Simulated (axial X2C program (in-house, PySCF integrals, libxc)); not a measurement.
**BiS: from the spin-free to the two-component result**

All values were computed with an in-house all-electron X2C program for linear molecules (integrals from PySCF). Spin-free means the one-electron spin-free X2C Hamiltonian; two-component (2c) means X2C with spin–orbit coupling and atomic mean-field two-electron Coulomb and Gaunt terms, so the difference of the two also holds small scalar two-electron terms. Basis: Bi dyall-cv3z [12s14p10d6f1g], S dyall-av3z [9s8p3d2f] (cores contracted in-house); Gaussian nuclei, density fitting, unrestricted open shells. Masses: Bi 208.980 u, S 31.972 u.

Spin-free state: M_S = 1/2, Λ = 1 (beyond evenly filled blocks: π+α); fragments Bi + S.

| level | Re (Å) | ωe (cm⁻¹) | De (eV) | μ (D) |
| --- | --- | --- | --- | --- |
| PBE | 2.325 | 426.1 | 3.674 | -2.93 |
| BP86 | 2.329 | 423.1 | 3.690 | -2.87 |

Dipoles are positive if S is the positive end.

Task: Within this multiplet, which Ω should lie lowest by the rule for regular and inverted multiplets?

Result: The open π shell holds one electron, so the multiplet is regular: Ω = Λ − 1/2 = 1/2. The PBE0 2c search agrees.

Two-component determinant lowest at the distance of the search:

Ω = 1/2 (⟨Sz⟩ = -0.45, ⟨Lz⟩ = 0.95 at PBE); fragments Bi + S.

```json
{"level": "PBE", "Re (Å)": "2.345", "ωe (cm⁻¹)": "402.6", "De (eV)": "3.545", "μ (D)": "-3.27"}
{"level": "BP86", "Re (Å)": "2.349", "ωe (cm⁻¹)": "398.6", "De (eV)": "3.512", "μ (D)": "-3.22"}
```

Task: From the two tables, how do the constants change at the PBE level (2c against spin-free)?

Result: At the PBE level Re rises by 0.020 Å and ωe decreases by 23.5 cm⁻¹; De is not compared, since the atomic limits differ or miss part of their spin–orbit lowering.

The state is a single determinant with fixed occupations, the lowest that a limited PBE0 search found. Dissociation energies refer to the lowest single-determinant-based atoms at the same level and basis. Density functionals use the spin component along the axis (collinear). In 2c an atomic determinant is not the ground J level, so De misses part of the atomic spin–orbit lowering. This holds for PBE, BP86. The functionals have no current-density term, which raises determinants with orbital currents, atoms included.
